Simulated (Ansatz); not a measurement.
`CN(C)[Si](O)(O)N(C)C` + H₂O → `CN(C)[Si](O)(O)O` + dimethylamine  (formal hydrolysis of the Si–N bond)

Gas-phase electronic energies from Ansatz, PBE0-D4/def2-TZVP geometries. CCSD(T)/CBS is the MP2 limit (def2-TZVPP, def2-QZVPP) plus CCSD(T) − MP2 in def2-TZVPP, frozen cores. This one scheme is used for every species. DFT in def2-TZVPP. HSE06 is defined as in plane-wave codes. Each species was taken in one conformer, which may not be the lowest.

`CN(C)[Si](O)(O)N(C)C`:

Z-matrix (Å, degrees):
```
C
N 1 1.442
H 1 1.099 2 111.9
H 1 1.099 2 111.1 3 -120.1
H 1 1.092 2 110.5 3 120.3
Si 2 1.703 1 120.3 3 -112.8
C 2 1.441 1 113.6 3 61.2
O 6 1.650 2 102.5 1 -173.3
O 6 1.650 2 116.2 1 67.2
N 6 1.703 2 110.4 1 -48.9
H 7 1.099 2 110.8 1 58.8
H 7 1.089 2 110.5 1 178.6
H 7 1.100 2 111.7 1 -60.6
H 8 0.958 6 115.4 2 179.5
H 9 0.958 6 115.4 2 59.0
C 10 1.442 6 120.3 2 -48.9
C 10 1.441 6 125.7 2 137.9
H 16 1.092 10 110.5 6 7.6
H 16 1.099 10 111.9 6 -112.8
H 16 1.099 10 111.1 6 127.2
H 17 1.100 10 111.7 6 113.0
H 17 1.089 10 110.5 6 -7.8
H 17 1.099 10 110.8 6 -127.6
```

H₂O:

```xyz
3

O     0.158    0.141   -0.326
H     0.513   -0.541    0.247
H    -0.672    0.400    0.080
```

`CN(C)[Si](O)(O)O`:

Z-matrix (Å, degrees):
```
C
N 1 1.442
H 1 1.089 2 110.4
H 1 1.100 2 111.7 3 120.9
H 1 1.098 2 110.8 3 -119.6
C 2 1.444 1 113.8 3 178.5
Si 2 1.700 1 125.0 3 -8.9
H 6 1.099 2 111.8 1 60.8
H 6 1.098 2 111.0 1 -59.2
H 6 1.092 2 110.7 1 -178.8
O 7 1.636 2 111.7 1 144.7
O 7 1.641 2 104.6 1 21.9
O 7 1.641 2 115.8 1 -100.5
H 11 0.958 7 115.4 2 -64.0
H 12 0.958 7 115.5 2 -160.1
H 13 0.957 7 115.8 2 36.0
```

`CNC`:

```xyz
10

C    -0.862   -0.817    0.223
N    -0.231    0.139   -0.657
C     0.819    0.889   -0.007
H    -1.606   -1.396   -0.327
H    -1.385   -0.285    1.024
H    -0.159   -1.521    0.701
H     0.139   -0.336   -1.470
H     0.386    1.512    0.781
H     1.302    1.554   -0.726
H     1.597    0.260    0.460
```

```
             level  ΔE (kcal/mol)  difference from CCSD(T)/CBS
            PBE-D4           -9.0                          0.4
         revPBE-D4           -7.9                          1.5
          HSE06-D4           -9.4                          0.0
          BHLYP-D4          -10.4                         -1.0
           ωB97X-V          -10.2                         -0.8
            B2PLYP          -12.1                         -2.7
          PBE-QIDH          -10.5                         -1.1
           LC-ωPBE          -11.5                         -2.1
       HF/def2-SVP          -13.2                         -3.8
    MP2/def2-TZVPP           -8.7                          0.7
   CCSD/def2-TZVPP          -10.5                         -1.1
CCSD(T)/def2-TZVPP           -9.6                         -0.2
     HF/def2-QZVPP          -16.3                         -6.9
SCS-MP2/def2-QZVPP          -10.2                         -0.8
     MP2/CBS(def2)           -8.5                          0.9
    CCSD/CBS(def2)          -10.3                         -0.9
       CCSD(T)/CBS           -9.4                            0
```

Largest T1 diagnostic among the species: 0.011.

In def2-TZVPP, CCSD(T) changes the Hartree–Fock value by +6.6 kcal/mol (the triples alone add +0.9 kcal/mol) and MP2 by +7.5 kcal/mol. At CCSD(T), def2-SVP lies +1.1 kcal/mol from the extrapolated value and def2-TZVPP −0.2 kcal/mol. The D4 term adds +4.2 kcal/mol with B3LYP and +2.6 kcal/mol with PBE0; it sums over pairs of atoms, weighted by their polarisabilities, and B3LYP, whose exchange is more repulsive, gets the larger term.

CCSD(T)/CBS has its own doubt, a few kJ/mol and more with outer-core shells, so smaller differences from it don't rank the levels.

B3LYP here is the variant with VWN-RPA as its local correlation; programs differ in this.
